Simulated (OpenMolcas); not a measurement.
Ho³⁺: the spin-orbit constant, worked from levels

```
Program             : OpenMolcas 26.06
Basis               : ANO-RCC-VTZP [8s7p5d3f2g1h]
Scalar Hamiltonian  : DKH4, point nucleus
Active space        : 10 electrons in 7 orbitals (4f)
State averaging     : 2S+1 = 5 even, 35 roots (30 in the spin-orbit step); 2S+1 = 3 even, 210 roots (60 in the spin-orbit step); 2S+1 = 1 even, 196 roots (17 in the spin-orbit step)
Spin-orbit coupling : state interaction with AMFI integrals over the reference wave functions, term energies averaged over their components
```

Methods: CASSCF; SS-CASPT2, IPEA 0.25 Eh, imaginary shift 0.1 Eh (closed shells correlated: 5s 5p).

**The spin-orbit constant.** For the Hund term ⁵I of f10, E(J) = (A/2) J(J+1) + constant and ζ = -2S·A = -4A. From J = 4 to J = 8 the energy changes by 26 A.

```json
{"Source": "CASSCF", "E(8) - E(4)": "-13857.7", "A": "-533.0", "ζ": "2132"}
{"Source": "SS-CASPT2", "E(8) - E(4)": "-13711.7", "A": "-527.4", "ζ": "2109"}
```

All in cm-1. Both methods take the spin-orbit matrix elements from the reference wave functions, so the second can move ζ only through the term energies and any multistate remixing. Second-order mixing with other terms is absorbed into this ζ.

CASPT2 does not keep the components of a term degenerate, so their means are used; among the terms shown or strongly mixed into the levels shown the widest spread is 550 cm-1 (4f¹⁰ ⁵I, SS-CASPT2). High states are left out of the spin-orbit mixing, which shifts the levels that they would mix with. Without dynamic correlation excited terms often stand tens of per cent too high (terms of higher spin than the ground term too low), and those without a measured partner can miss by more than the paired ones (holds for CASSCF). Levels of configurations outside the active space are missing.
